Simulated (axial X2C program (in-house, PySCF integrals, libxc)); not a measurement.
# Spin–orbit effects down a group: molecules with F, CCSD(T)

Calculated with an in-house all-electron X2C program for linear molecules (integrals from PySCF), spin-free (one-electron X2C) or two-component (2c: spin–orbit coupling with atomic mean-field Coulomb and Gaunt terms, which also bring small scalar terms), in Dyall basis sets with cores contracted in-house; open shells are unrestricted.

Basis sets: F dyall-av3z, Ge dyall-cv3z, Pb dyall-cv3z, Sn dyall-cv3z. Frozen shells (counts by l): GeF Ge 3s2p1d, F 1s, 11 electrons correlated; SnF Sn 4s3p1d, F 1s, 21 electrons correlated; PbF Pb 5s4p3d1f, F 1s, 11 electrons correlated. Coupled cluster in natural virtuals with an MP2 remainder. Where the outer core of a metal is frozen, bonds come out longer and ionisation energies lower. Frozen cores can differ along the series, which adds to the trend.

```tsv
molecule	spin-free state	Re (Å)	ωe (cm⁻¹)	De (eV)	2c state	Re 2c (Å)	ωe 2c (cm⁻¹)	De 2c (eV)
GeF	M_S = 1/2, Λ = 1	1.758	656.5	5.23	Ω = 1/2	1.759	655.4	n/a
SnF	M_S = 1/2, Λ = 1	1.947	582.3	n/a	Ω = 1/2	1.950	578.9	n/a
PbF	M_S = 1/2, Λ = 1	2.065	513.9	4.58	Ω = 1/2	2.079	495.3	3.81
```

Question: Work out the shifts from the spin-free to the two-component result.

Answer: 

```csv
molecule,2c state,ΔRe (Å),Δωe (cm⁻¹),ΔDe (eV)
GeF,Ω = 1/2,0.001,-1.1,n/a
SnF,Ω = 1/2,0.003,-3.4,n/a
PbF,Ω = 1/2,0.014,-18.6,-0.77
```

Shifts of one unit in the last digit are rounding.

Each entry is the lowest single determinant of a limited PBE0 search at one distance. De goes to single-determinant-based atoms at the same level (for ions the charge split of lowest energy) and is withheld (n/a) where an atom does not fit its ground term or J level. Main or longest-lived isotopes.
